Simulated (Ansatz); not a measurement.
`C[SiH](C)[AlH2]` + dimethylamine → `C[N](C)[AlH2]` + `C[SiH2]C`  (cleavage of the Al–Si bond)

Calculated with Ansatz (gas phase, PBE0-D4/def2-TZVP geometries, no zero-point term in ΔE). CCSD(T)/CBS is the MP2 limit (def2-TZVPP, def2-QZVPP) plus CCSD(T) − MP2 in def2-TZVPP, frozen cores. This one scheme is used for every species. Functionals use def2-TZVPP.

| level | ΔE (eV) |
| --- | --- |
| LDA (SPW92) | -1.08 |
| revPBE-D4 | -0.98 |
| r2SCAN0-D4 | -1.10 |
| CAM-B3LYP-D4 | -1.18 |
| PBE | -0.96 |
| BHLYP | -1.14 |
| SCS-MP2/def2-TZVPP | -1.22 |
| CCSD(T)/def2-TZVPP | -1.13 |

Q: What does CCSD(T)/CBS give? (Best estimate.)

A: The calculation gave: -1.12 eV. The listed levels differ from it by 0.04, 0.14, 0.02, -0.06, 0.16, -0.02, -0.10, -0.01 eV.

Q: What do rigid-rotor, harmonic-oscillator terms from PBE0-D4/def2-TZVP frequencies (298.15 K, 1 bar) make of the CCSD(T)/CBS value? (An estimate is asked.)

A: Ansatz gave: ΔZPE = -0.06 eV, ΔH = -1.20 eV, ΔS = -34 J/(mol·K), ΔG = -1.10 eV.

Largest T1 diagnostic among the species: 0.012.

From BLYP to BHLYP (50 % exact exchange), in def2-TZVPP and without D4, ΔE moves by −0.04 eV. At CCSD(T), def2-SVP lies −0.05 eV from the extrapolated value and def2-TZVPP −0.01 eV.
